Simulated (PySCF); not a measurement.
Point-charge models of hexafluoropropylene, `FC(F)=C(F)C(F)(F)F` against its computed dipole.

Coordinates (PBE0-D3(BJ)/def2-SVP, Å) and charges (e) from the PBE0/pcSseg-1 density (PySCF):

```json
{"atom": "F1", "x": "2.095", "y": "0.333", "z": "0.068", "Mulliken": "-0.2009", "IAO": "-0.2119", "Hirshfeld": "-0.0415", "ESP-fitted": "-0.1193"}
{"atom": "C2", "x": "1.158", "y": "-0.259", "z": "0.746", "Mulliken": "+0.5900", "IAO": "+0.5466", "Hirshfeld": "+0.1661", "ESP-fitted": "+0.4248"}
{"atom": "F3", "x": "1.613", "y": "-0.841", "z": "1.816", "Mulliken": "-0.2111", "IAO": "-0.2139", "Hirshfeld": "-0.0432", "ESP-fitted": "-0.1147"}
{"atom": "C4", "x": "-0.136", "y": "-0.286", "z": "0.412", "Mulliken": "-0.0334", "IAO": "+0.1191", "Hirshfeld": "-0.0021", "ESP-fitted": "-0.1710"}
{"atom": "F5", "x": "-0.995", "y": "-0.923", "z": "1.199", "Mulliken": "-0.2448", "IAO": "-0.2392", "Hirshfeld": "-0.0679", "ESP-fitted": "-0.0802"}
{"atom": "C6", "x": "-0.775", "y": "0.347", "z": "-0.787", "Mulliken": "+0.8577", "IAO": "+0.8021", "Hirshfeld": "+0.2473", "ESP-fitted": "+0.5695"}
{"atom": "F7", "x": "-1.648", "y": "1.282", "z": "-0.414", "Mulliken": "-0.2542", "IAO": "-0.2686", "Hirshfeld": "-0.0901", "ESP-fitted": "-0.1662"}
{"atom": "F8", "x": "-1.447", "y": "-0.565", "z": "-1.486", "Mulliken": "-0.2540", "IAO": "-0.2676", "Hirshfeld": "-0.0886", "ESP-fitted": "-0.1645"}
{"atom": "F9", "x": "0.127", "y": "0.909", "z": "-1.583", "Mulliken": "-0.2493", "IAO": "-0.2667", "Hirshfeld": "-0.0799", "ESP-fitted": "-0.1785"}
```

Question: Compute μ = Σ q r for each scheme (1 e·Å = 4.803 D) and compare with the dipole of the full density.

Answer: The full density gives (1.01, -0.06, 0.38) D, 1.08 D in size; dipole vectors point from the negative to the positive end.

| scheme | μx | μy | μz | size (D) | share of the full size (%) | angle to the full dipole (°) |
| --- | --- | --- | --- | --- | --- | --- |
| Mulliken | 1.25 | 0.40 | -0.30 | 1.34 | 125 | 39 |
| IAO | 1.15 | -0.01 | 0.32 | 1.20 | 111 | 6 |
| Hirshfeld | 0.86 | -0.04 | 0.29 | 0.91 | 84 | 2 |
| ESP-fitted | 1.00 | -0.07 | 0.39 | 1.07 | 100 | 1 |

Question: Which set comes closest?

Answer: Length of the difference vector: ESP-fitted 0.02 D, IAO 0.17 D, Hirshfeld 0.17 D, Mulliken 0.85 D. Closest: ESP-fitted. ESP charges are fitted to the potential around the molecule, whose slowest-falling term is the dipole's. The schemes that divide the density aren't constrained to reproduce the dipole.

Question: What is left for the Hirshfeld atoms' own dipoles?

Answer: The shares of the density sum to the whole, so what Σ q r misses lies in dipoles about the nuclei. The atomic dipoles sum to (1.01, -0.06, 0.38) − (0.86, -0.04, 0.29) = (0.15, -0.02, 0.09) D, 0.17 D in size.

Question: With the origin at the mean of the coordinates, (-0.001, 0.000, -0.003) Å, which are the largest single terms, by size, of the ESP-fitted dipole along the direction of the full one?

Answer: C6 -2.79, C2 +2.78, F8 +1.45, F7 +1.40, F3 -1.21 D; all 9 atoms together +1.07 D. The single terms depend on the origin, their sum doesn't.

Question: Give the size of the full dipole in other units.

Answer: 1.08 D = 0.423 au = 0.224 e·Å = 3.59 × 10⁻³⁰ C·m.

Isolated species at its PBE0-D3(BJ)/def2-SVP geometry, gas phase.

Conformer computed: `[F:1][C:2]([F:3])=[C:4]([F:5])[C:6]([F:7])([F:8])[F:9]`: C2–C4–C6–F7 -117°.
